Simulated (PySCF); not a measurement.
C4H15BN2Si.
SMILES with atom numbers: `[BH2:1][CH2:2][N:3]([CH3:4])[SiH2:5][N:6]([CH3:7])[CH3:8]` (hydrogens: H9, H10 on B1; H11, H12 on C2; H13, H14, H15 on C4; H16, H17 on Si5; H18, H19, H20 on C7; H21, H22, H23 on C8)

Torsions of this conformer, `[BH2:1][CH2:2][N:3]([CH3:4])[SiH2:5][N:6]([CH3:7])[CH3:8]`: B1–C2–N3–C4 68°, C2–N3–Si5–N6 -142°, N3–Si5–N6–C7 -141°.

The closed-shell ground state was solved at several levels (PySCF, density fitting, gas phase, non-relativistic). Isolated species at its PBE0-D3(BJ)/def2-SVP geometry (one conformer only).

```json
{"level": "CAM-B3LYP/def2-SVPD", "basis functions": "284", "total energy (Eh)": "-584.8405", "HOMO (eV)": "-7.50", "LUMO (eV)": "-0.26", "gap (eV)": "7.24", "dipole (D)": "1.07"}
{"level": "PBE0/pcSseg-1", "basis functions": "218", "total energy (Eh)": "-584.7549", "HOMO (eV)": "-6.13", "LUMO (eV)": "-1.33", "gap (eV)": "4.80", "dipole (D)": "1.17"}
```

Estimate the row for HF/pcSseg-1, a basis of 218 functions; the other rows only guide the guess.

Total energy -582.6458 Eh, HOMO -9.27 eV, LUMO 2.29 eV, gap 11.56 eV, dipole 0.98 D.

Over all these levels, which gives the widest orbital gap and which the narrowest?

HF/pcSseg-1 (Hartree–Fock, all exact exchange) has the widest, 11.56 eV, and PBE0/pcSseg-1 (global hybrid, 25 % exact exchange) the narrowest, 4.80 eV. The two share the basis. From the narrowest to the widest the HOMO moves by -3.14 eV and the LUMO by +3.62 eV. The HOMO need not be the same orbital at Hartree–Fock and at DFT levels.

How far do the dipole and the HOMO energy spread over the levels?

The dipole runs from 0.98 to 1.17 D (mean 1.07 D) and the HOMO from -9.27 to -6.13 eV.
